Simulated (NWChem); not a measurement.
C3H3NOSi; SMILES C#C[SiH2]N=C=O

```xyz
9

C      1.4011     2.6374    -0.0108
C      0.4794     1.8473     0.0049
Si    -0.9220     0.6822     0.0282
N     -0.3511    -0.9351    -0.0152
C      0.1466    -2.0269    -0.0122
O      0.6206    -3.1054    -0.0138
H      2.2144     3.3298    -0.0249
H     -1.7775     0.9069    -1.1586
H     -1.7072     0.8701     1.2690
```
Atoms are numbered in this order, from 1.

Results from NWChem. Coordinates come from a B3LYP/6-31G* (spherical d) optimisation. Level: M05-2X/def2-SVP with SMD (1 M gas to 1 M solution), gas-phase geometry. Reactions with the solvent are ignored.

```json
[
 {"solvent": "water", "dielectric constant": "78.4", "solvation free energy (kcal/mol)": "(withheld)", "cavity-dispersion-structure term (kcal/mol)": "(withheld)", "dipole in solution (D)": "(withheld)"},
 {"solvent": "N,N-dimethylformamide", "dielectric constant": "37.2", "solvation free energy (kcal/mol)": "-1.8", "cavity-dispersion-structure term (kcal/mol)": "2.4", "dipole in solution (D)": "2.96"},
 {"solvent": "cyclohexane", "dielectric constant": "2.02", "solvation free energy (kcal/mol)": "-1.2", "cavity-dispersion-structure term (kcal/mol)": "0.9", "dipole in solution (D)": "2.72"},
 {"solvent": "ethanol", "dielectric constant": "24.9", "solvation free energy (kcal/mol)": "0.3", "cavity-dispersion-structure term (kcal/mol)": "5.5", "dipole in solution (D)": "3.16"}
]
```

Question: Fill in the missing entries.

Answer: 
- water, solvation free energy (kcal/mol): 3.1
- water, cavity-dispersion-structure term (kcal/mol): 8.6
- water, dipole in solution (D): 3.24
